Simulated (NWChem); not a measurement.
WN₃H₅O; SMILES [W](=[NH])([OH])(=[NH])[NH2]

```xyz
10

W     -0.0228    -0.0120     0.0000
N     -1.0007     0.0507    -1.4548
H     -1.8419     0.0901    -2.0195
N     -1.0031     0.0546     1.4530
H     -1.8444     0.0948     2.0175
O      1.0335    -1.6023     0.0028
H      0.7420    -2.5177    -0.0024
N      1.1064     1.5813    -0.0009
H      1.3226     2.1173     0.8339
H      1.3250     2.1146    -0.8368
```
Atoms are numbered in this order, from 1.

Results from NWChem. Geometry: optimised at PBE0/def2-SVP. Not confirmed as a minimum by frequencies. def2 effective core potentials on W; no spin-orbit coupling. Level M06-L/def2-SVP: energy and gradient on several grids; changes count from the extra-fine grid, which is no exact limit either.

| grid | size of the energy change (μHa) | largest change of a gradient component (μHa/bohr) | time, medium = 1 (rough) |
|---|---|---|---|
| xcoarse | 20000 | 20000 | about 1 |
| coarse | 2000 | 1000 | about 1 |
| medium | 20 | 400 | about 1 |
| fine | < 10 | 100 | about 1 |
| xfine | < 10 | < 30 | 3 |
